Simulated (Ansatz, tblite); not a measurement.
Cost and result up the ladder for Ge(NH2)H3 (GeNH5) (7 atoms). Total charge 0; singlet. Geometry: r2SCAN-D4/def2-TZVP.

Cartesian coordinates in Å:
```
Ge -0.406 -0.565 -0.029
N 0.667 0.889 0.355
H 0.259 1.767 0.054
H 1.586 0.821 -0.067
H -1.736 -0.331 0.695
H 0.314 -1.800 0.525
H -0.683 -0.781 -1.534
```

Ansatz on 2 threads of Intel Xeon on a shared host; xTB runs through tblite on one thread. Times are rough, summed over both states, and most runs start from the orbitals of an earlier one. PBE0-D4/def2-TZVP serves as the yardstick here, not as an exact answer. The other state is a triplet.

The xTB rows come from tblite.

xTB has no spin-polarisation term.

```tsv
level	functions	wall time
GFN2-xTB	18	0.012 s
GFN1-xTB	23	0.018 s
PBE-D4/def2-TZVP	109	4.2 s
PBE0-D4/def2-TZVP (with forces)	109	7.1 s
r2SCAN-D4/def2-TZVP	109	7.9 s
```

Q: Estimate what each level gives for the vertical triplet (eV).

A: 
```
                          level  vertical triplet (eV)  difference from PBE0-D4/def2-TZVP (eV)
                       GFN2-xTB                   8.24                                    2.50
                       GFN1-xTB                   6.59                                    0.85
               PBE-D4/def2-TZVP                   5.55                                   -0.18
PBE0-D4/def2-TZVP (with forces)                   5.74                                    0.00
            r2SCAN-D4/def2-TZVP                   5.61                                   -0.13
```
